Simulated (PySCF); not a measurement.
**Gas-phase thermal properties of SnF2**

Energies from PySCF (xtb for GFN2), thermal terms from the rigid-rotor harmonic-oscillator model, ideal gas at 1 bar. All species are closed-shell singlets. Sn: scalar-relativistic def2 core potential, no spin-orbit coupling. The harmonic model lacks anharmonicity and excited electronic states, which grow with temperature; levels with a mode under 35 cm⁻¹ are left out.

| level | point group | σ | ZPE (kJ/mol) | S°298 (J/mol/K) | Cp298 (J/mol/K) | S°1000 (J/mol/K) | H1000 − H298 (kJ/mol) |
|---|---|---|---|---|---|---|---|
| GFN2-xTB | C2v | 2 | 5.4 | 292.5 | 53.7 | 360.8 | 39.8 |
| PBE/def2-SVP | C2v | 2 | 8.2 | 283.1 | 49.9 | 349.1 | 38.8 |
| PBE0/def2-TZVP | C2v | 2 | 8.3 | 281.9 | 49.7 | 347.8 | 38.7 |
σ: rotational symmetry number. Electronic degeneracy used: 1. Frequencies are unscaled.
